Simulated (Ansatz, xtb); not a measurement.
**Relative energy of two isomers of Cl2GeH4Si**

We compare I, `Cl[SiH2][GeH2][Cl]`, a singlet, with II, `[SiH3][GeH]([Cl])[Cl]`, a singlet. Both are isolated molecules in the gas phase, relaxed with B3LYP/def2-SVP; each stands in its lowest conformer found.

Estimate E(II) − E(I) at the level CCSD(T)/def2-SVP + ΔMP2/def2-TZVPP.

Calculated at CCSD(T)/def2-SVP + ΔMP2/def2-TZVPP: E(II) − E(I) = +10.2 kJ/mol, so structure I lies lower.

The same difference at several levels:

```csv
level,geometry,E(II) − E(I) (kJ/mol),departure from the last row (kJ/mol),"job, with rough time for the two"
GFN2-xTB,GFN2-xTB,−29.1,−39.4,"optimisation, 0.25 s"
HF/STO-3G,GFN2-xTB,−10.2,−20.4,"single point, 0.92 s"
r2SCAN-D4/def2-SVP,GFN2-xTB,−1.1,−11.3,"single point, 4.1 s"
B3LYP/def2-SVP,B3LYP/def2-SVP,+4.8,−5.4,"optimisation, 39 s"
HF/def2-SVP,B3LYP/def2-SVP,+8.9,−1.3,part of the CCSD(T) run
MP2/def2-SVP,B3LYP/def2-SVP,+7.0,−3.2,part of the CCSD(T) run
CCSD(T)/def2-SVP,B3LYP/def2-SVP,+5.9,−4.3,single point
CCSD(T)/def2-SVP + ΔMP2/def2-TZVPP,B3LYP/def2-SVP,+10.2,,"single point, 27 s"
```

As drawn, II has 1 Cl–Ge, 1 Si–H in place of 1 Cl–Si, 1 Ge–H.

GFN2-xTB, HF/STO-3G put the two in the other order. r2SCAN-D4/def2-SVP finds them nearly level. The largest departure from CCSD(T)/def2-SVP + ΔMP2/def2-TZVPP is that of GFN2-xTB, 39.4 kJ/mol. The last row adds to CCSD(T) the change of the MP2 difference between the two basis sets, here +4.3 kJ/mol.

With harmonic frequencies from B3LYP/def2-SVP (ideal gas, rigid rotor, one conformer each, 298.15 K, 1 atm): on the last row, ΔE + ΔZPE = +8.9 kJ/mol. A mode under 50 cm⁻¹ makes harmonic enthalpies and free energies unreliable, so none is given.

The correlated steps freeze 24 core orbitals; the filled d shell of Ge is correlated, in a basis made for valence electrons. Programs: Ansatz 0.2.0, xtb 6.7.1; the last row on 2 threads of Intel(R) Xeon(R) Platinum 8259CL CPU @ 2.50GHz (Skylake/Cascade Lake) on a shared host.
